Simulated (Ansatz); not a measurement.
Born–Oppenheimer molecular dynamics of F$_{2}$H$_{2}$O$_{2}$Zr (7 atoms, charge 0, multiplicity 1). It starts from a relaxed structure.

Computed with RKS PBE/def2-SVP in Ansatz 0.2.0.

| Item | Value |
| --- | --- |
| ensemble | NVT, Langevin thermostat |
| time step | 2 fs |
| steps asked | 40 |
| set temperature | 1000 K |
| friction | 0.02 /fs |
| seed | 934723 |

First frame:

```xyz
7
Properties=species:S:1:pos:R:3
Zr -0.145 -0.123 -0.078
O -0.375 -0.122 1.831
H -0.413 -0.132 2.796
O 1.697 -0.358 -0.580
H 2.648 -0.494 -0.684
F -0.780 1.552 -0.788
F -1.186 -1.557 -0.832
```

Q: How far do the bonds stretch over the last three quarters of this one trajectory? (Pairs bonded in most of those frames.)

A: 
```csv
bond,mean (Å),spread (Å),shortest,longest
Zr1–O2,1.968,0.053,1.88,2.05
Zr1–O4,1.958,0.038,1.90,2.01
Zr1–F6,1.934,0.042,1.87,2.01
Zr1–F7,1.926,0.047,1.85,1.99
O2–H3,1.012,0.112,0.80,1.27
O4–H5,0.982,0.044,0.89,1.06
```

Pairs bonded in part of these frames only: O2–H3 94 %.

Mean temperature of the second half: 1049 K. A step of 2 fs is long for free X–H stretches (periods near 10 fs) and can bias their spread and the temperature. A run of 0.08 ps of so small a system gives no equilibrium averages.

Run time: 72 s on 1 thread of Intel(R) Xeon(R) 6975P-C (Granite Rapids), on a shared host, peak memory 0.15 GiB.
